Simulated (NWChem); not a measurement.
System: sulfur difluoride (SF2); SMILES FSF

Here is an NWChem input.

```
start job
memory heap 200 mb stack 900 mb global 1100 mb
geometry units angstroms noautoz
  F      1.227542     0.000000    -0.496096
  S      0.000000     0.000000     0.548457
  F     -1.227542     0.000000    -0.496096
end
basis spherical
  * library def2-svpd
end
dft
  xc b3lyp
  iterations 150
  mulliken
end
task dft energy
```

Excerpt of the output:

```
             Northwest Computational Chemistry Package (NWChem) 7.3.0
             --------------------------------------------------------

 C2V symmetry detected

                             Geometry "geometry" -> ""
                             -------------------------

 Output coordinates in angstroms (scale by  1.889725989 to convert to a.u.)

  No.       Tag          Charge          X              Y              Z
 ---- ---------------- ---------- -------------- -------------- --------------
    1 F                    9.0000     1.22754200     0.00000000    -0.49155435
    2 S                   16.0000     0.00000000     0.00000000     0.55299865
    3 F                    9.0000    -1.22754200     0.00000000    -0.49155435

 Effective nuclear repulsion energy (a.u.)     112.0126537180

      Symmetry information
      --------------------

 Group name             C2v
 Group number             16
 Group order               4
 No. of unique centers     2

                                 NWChem DFT Module
                                 -----------------

 Summary of "ao basis" -> "ao basis" (spherical)
 ------------------------------------------------------------------------------
       Tag                 Description            Shells   Functions and Types
 ---------------- ------------------------------  ------  ---------------------
 F                         def2-svpd                 9       23   4s3p2d
 S                         def2-svpd                11       27   5s4p2d

      Symmetry analysis of basis
      --------------------------

        a1         29
        a2          9
        b1         22
        b2         13

            General Information
            -------------------
          SCF calculation type: DFT
          Wavefunction type:  closed shell.
          No. of atoms     :     3
          No. of electrons :    34
           Alpha electrons :    17
            Beta electrons :    17
          Charge           :     0
          Spin multiplicity:     1
          Use of symmetry is: on ; symmetry adaption is: on
          Maximum number of iterations: 150
          AO basis - number of functions:    73
                     number of shells:    29
          Convergence on energy requested:  1.00D-06
          Convergence on density requested:  1.00D-05
          Convergence on gradient requested:  5.00D-04

              XC Information
              --------------
                         B3LYP Method XC Potential
                     Hartree-Fock (Exact) Exchange  0.200
                        Slater Exchange Functional  0.800 local
                    Becke 1988 Exchange Functional  0.720 non-local
              Lee-Yang-Parr Correlation Functional  0.810
                  VWN I RPA Correlation Functional  0.190 local

             Grid Information
             ----------------
          Grid used for XC integration:  medium
          Radial quadrature: Mura-Knowles
          Angular quadrature: Lebedev.
          Tag              B.-S. Rad. Rad. Pts. Rad. Cut. Ang. Pts.
          ---              ---------- --------- --------- ---------
          F                   0.50       49          10.0       434
          S                   1.00       88           9.0       590
          Grid pruning is: on
          Number of quadrature shells:   137
          Spatial weights used:  Erf1

      Superposition of Atomic Density Guess
      -------------------------------------

 Sum of atomic energies:        -595.94615829

      Non-variational initial energy
      ------------------------------

 Total energy =    -596.235455
 1-e energy   =   -1050.472181
 2-e energy   =     342.224073
 HOMO         =      -0.227548
 LUMO         =      -0.032262

      Symmetry analysis of molecular orbitals - initial
      -------------------------------------------------

  Numbering of irreducible representations:

     1 a1          2 a2          3 b1          4 b2

  Orbital symmetries:

     1 a1          2 a1          3 b1          4 a1          5 b1
     6 a1          7 b2          8 a1          9 b1         10 a1
    11 b1         12 a1         13 b2         14 a2         15 b1
    16 a1         17 b2         18 b1         19 a1         20 a1
    21 b1         22 b2         23 a1         24 b1         25 a1
    26 a1         27 a2

     ---------------------------------------------
      Total Density - Mulliken Population Analysis
     ---------------------------------------------

    Atom       Charge   Shell Charges
 -----------   ------   -------------------------------------------------------
    1 F    9     9.54   1.99  1.14  0.79  0.02  3.41  2.09  0.08  0.00  0.02
    2 S   16    14.91   2.00  1.99  1.22  0.58  0.02  5.93  1.32  1.62  0.12  0.11 -0.00
    3 F    9     9.54   1.99  1.14  0.79  0.02  3.41  2.09  0.08  0.00  0.02

   convergence    iter        energy       DeltaE   RMS-Dens  Diis-err
 ---------------- ----- ----------------- --------- --------- ---------
 d= 0,ls=0.0,diis     1   -597.4914290467 -7.10D+02  1.63D-02  6.99D-01
 d= 0,ls=0.0,diis     2   -597.4339333291  5.75D-02  8.89D-03  1.43D+00
 d= 0,ls=0.0,diis     3   -597.5632665177 -1.29D-01  1.92D-03  6.55D-02
 d= 0,ls=0.0,diis     4   -597.5684171339 -5.15D-03  4.91D-04  2.98D-03
 d= 0,ls=0.0,diis     5   -597.5686971715 -2.80D-04  3.68D-05  6.03D-06
 d= 0,ls=0.0,diis     6   -597.5686979399 -7.68D-07  7.12D-06  3.26D-07

         Total DFT energy =     -597.568697939892
      One electron energy =    -1049.801965567207
           Coulomb energy =      386.771167868561
    Exchange-Corr. energy =      -46.550553959279
 Nuclear repulsion energy =      112.012653718032

 Numeric. integr. density =       33.999998605272

                  Occupations of the irreducible representations
                  ----------------------------------------------

[...]
```

Level: B3LYP/def2-SVPD. Structure relaxed at the PBE0/def2-SVP level. B3LYP is NWChem's, with the RPA form of VWN correlation.
